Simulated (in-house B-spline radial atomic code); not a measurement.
B97-1 excitations of Tl⁺

Method: B97-1. Computed with a B-spline radial code for spherical atoms: linear response of the closed shell [Xe] 4f14 5d10 6s2 with the functional's adiabatic kernel; scalar-relativistic (spin-free one-electron X2C), finite nucleus, no spin-orbit coupling, no double excitations, S, P, D and F terms only; shells from n = 4 respond. Only terms of natural parity with L up to 3 were computed.

Spin-orbit coupling is strong here, so these LS terms don't match observed levels.

Command:
```bash
python run_td.py task.json out
```
Settings (radii: box in bohr, nucleus in fm):
```
Z                        81
electrons                80
configuration            [Xe] 4f14 5d10 6s2
hamiltonian              x2c
method                   b97_1
box_radius               41.61
rms_radius               5.4759
intervals                74
```

Run time, properties included: 8.2 s on 1 thread of Arm Neoverse N1, on a shared host.

The lowest states, in the order of their Tamm-Dancoff energies; the method's threshold (minus the highest occupied level) is 16.913 eV. Labels give the largest channel, * marks a mixed state, and oscillator strengths are full-response dipole values. Measured ¹D terms are left out, since they can mix with doubly excited terms. Semilocal kernels can invert the small singlet-triplet splittings of Rydberg terms. Energies in eV:

```json
{"state": "6s → 6p 3P", "full response": "7.451", "Tamm-Dancoff": "7.517", "oscillator strength": "-", "measured (J-weighted term)": "7.098"}
{"state": "6s → 6p 1P", "full response": "8.997", "Tamm-Dancoff": "9.263", "oscillator strength": "1.38", "measured (J-weighted term)": "9.381"}
{"state": "6s → 7s 3S", "full response": "?", "Tamm-Dancoff": "?", "oscillator strength": "-", "measured (J-weighted term)": "?"}
{"state": "6s → 7s 1S", "full response": "?", "Tamm-Dancoff": "?", "oscillator strength": "-", "measured (J-weighted term)": "?"}
{"state": "6s → 6d 3D", "full response": "13.741", "Tamm-Dancoff": "13.752", "oscillator strength": "-", "measured (J-weighted term)": "14.452"}
{"state": "6s → 7p 3P", "full response": "13.817", "Tamm-Dancoff": "13.834", "oscillator strength": "-", "measured (J-weighted term)": "14.992"}
{"state": "6s → 6d 1D", "full response": "13.840", "Tamm-Dancoff": "13.844", "oscillator strength": "-", "measured (J-weighted term)": "-"}
{"state": "6s → 7p 1P", "full response": "14.187", "Tamm-Dancoff": "14.202", "oscillator strength": "0.00181", "measured (J-weighted term)": "-"}
{"state": "5d → 6p 3P", "full response": "14.580", "Tamm-Dancoff": "14.613", "oscillator strength": "-", "measured (J-weighted term)": "-"}
{"state": "5d → 6p 3F", "full response": "14.700", "Tamm-Dancoff": "14.729", "oscillator strength": "-", "measured (J-weighted term)": "-"}
{"state": "6s → 8s 3S", "full response": "14.979", "Tamm-Dancoff": "14.980", "oscillator strength": "-", "measured (J-weighted term)": "-"}
{"state": "5d → 6p 1F", "full response": "15.017", "Tamm-Dancoff": "15.019", "oscillator strength": "-", "measured (J-weighted term)": "-"}
{"state": "6s → 8s 1S", "full response": "15.034", "Tamm-Dancoff": "15.038", "oscillator strength": "-", "measured (J-weighted term)": "-"}
```

(1) Where does 6s → 7s 1S lie?

(2) Where does 6s → 7s 3S lie?

(3) How large is the singlet-triplet splitting of 6s → 6p (P terms) in Tamm-Dancoff?

(4) What polarisabilities and dispersion coefficient does the method give?

Answers

(1) At 12.723 eV in full response, 12.744 eV in Tamm-Dancoff; measured 13.390 eV.

(2) At 12.266 eV in full response, 12.279 eV in Tamm-Dancoff; measured 13.047 eV.

(3) 1.75 eV, from the unrounded values.

(4) Dipole 20.58 bohr³, quadrupole 95.68 bohr⁵, C6 166.1 hartree·bohr⁶ for two such species.
